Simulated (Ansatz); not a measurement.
`[AlH2][SiH2][SiH3]` and `[SiH3][SiH2][SeH]` differ in one atom or group.

Ansatz, PBE0-D4/def2-TZVP geometries, multiplicity 1. Each molecule was computed in one conformer, which needn't be the lowest.

Scalar relativity is left out up to krypton.

```tsv
property	`[AlH2][SiH2][SiH3]`
zero-point energy (PBE0-D4/def2-TZVP) / kJ/mol	143.0
HOMO–LUMO gap (B3LYP/def2-TZVPP) / eV	4.90
HOMO energy (ωB97M-V/def2-TZVPP) / eV	-9.39
LUMO energy (B3LYP/def2-TZVPP) / eV	-2.37
LUMO energy (PBE0/def2-TZVPP) / eV	-2.19
HOMO–LUMO gap (ωB97M-V/def2-TZVPP) / eV	8.82
```

Q: Give the same properties after the change, and the shifts. (Estimate.)

A: The calculation gave: 
```tsv
property	`[SiH3][SiH2][SeH]`	shift
zero-point energy (PBE0-D4/def2-TZVP) / kJ/mol	131.0	-12.0
HOMO–LUMO gap (B3LYP/def2-TZVPP) / eV	6.05	1.15
HOMO energy (ωB97M-V/def2-TZVPP) / eV	-9.10	0.29
LUMO energy (B3LYP/def2-TZVPP) / eV	-0.72	1.65
LUMO energy (PBE0/def2-TZVPP) / eV	-0.55	1.64
HOMO–LUMO gap (ωB97M-V/def2-TZVPP) / eV	10.31	1.49
```

With PBE0 the HOMO rises by 0.47 eV and the LUMO rises by 1.64 eV, so the gap widens by about 1.17 eV. PBE moves the HOMO by 0.56 eV and ωB97M-V by 0.29 eV. The zero-point energy changes by -12.0 kJ/mol with -3 modes.

B3LYP here is the variant with VWN-RPA as its local correlation; programs differ in this.

Spin–orbit coupling is left out; it splits and shifts lone-pair levels of the heavy atoms by tenths of an eV.
